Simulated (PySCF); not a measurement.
Potential energy curve for IF, singlet.

Computed with: UKS-M06-2X = unrestricted M06-2X/def2-TZVP, def2 effective core potentials past Kr (PySCF); RKS-r2SCAN = restricted r2SCAN/def2-TZVP, def2 effective core potentials past Kr run with PySCF 2.14.0; UHF/def2-TZVP, def2 effective core potentials past Kr (PySCF).

Energies are in kcal/mol, each relative to the lowest point of its own curve near equilibrium.

| R / Å | UKS-M06-2X | RKS-r2SCAN | UHF |
|---|---|---|---|
| 1.54 | 77.1 | 77.7 | 68.3 |
| 1.61 | 43.5 | 44.4 | 36.6 |
| 1.69 | 19.6 | 20.5 | 14.9 |
| 1.79 | 4.5 | 5.2 | 2.3 |
| 1.86 | 0.6 | ? | 0.0 |
| 1.90 | 0.0 | 0.0 | 0.3 |
| 1.97 | 1.3 | ? | 3.0 |
| 2.04 | 4.6 | 3.3 | ? |
| 2.08 | 7.2 | 5.4 | 11.0 |
| 2.23 | 19.7 | 15.9 | 19.1 |
| 2.36 | 31.6 | 26.3 | 20.6 |
| 2.55 | 43.7 | 41.4 | 20.6 |
| 2.88 | ? | 63.6 | 19.7 |
| 3.17 | 56.5 | — | ? |
| 3.45 | 58.3 | — | 18.8 |
| 3.84 | 59.2 | — | 18.4 |
| 4.23 | 59.6 | — | 18.4 |
| 4.72 | 59.9 | — | 18.4 |
| 5.11 | ? | — | 18.4 |
| 5.78 | 60.1 | — | 18.5 |
| 6.68 | 60.1 | — | 18.5 |
| 7.61 | 60.1 | — | 18.5 |

### Question
Complete the blanks.

### Answer

- 1.86, RKS-r2SCAN: 0.8
- 1.97, RKS-r2SCAN: 0.7
- 2.04, UHF: 7.7
- 2.88, UKS-M06-2X: 52.9
- 3.17, UHF: 19.2
- 5.11, UKS-M06-2X: 60.0

A dash means that the run gave no value there, or that the column was ended at a point which the program doubted or which failed a test of continuity chosen for this set; such a test can also cut sound points.

The unrestricted determinant behind UKS-M06-2X is spin-contaminated at 2.36 to 7.61 Å (<S²> up to 1.0, against 0.00 for a pure singlet). The restricted form behind RKS-r2SCAN keeps the bonding electrons paired and can't separate into open-shell fragments. The unrestricted determinant behind UHF is spin-contaminated at 2.23 to 7.61 Å (<S²> up to 1.0, against 0.00 for a pure singlet).
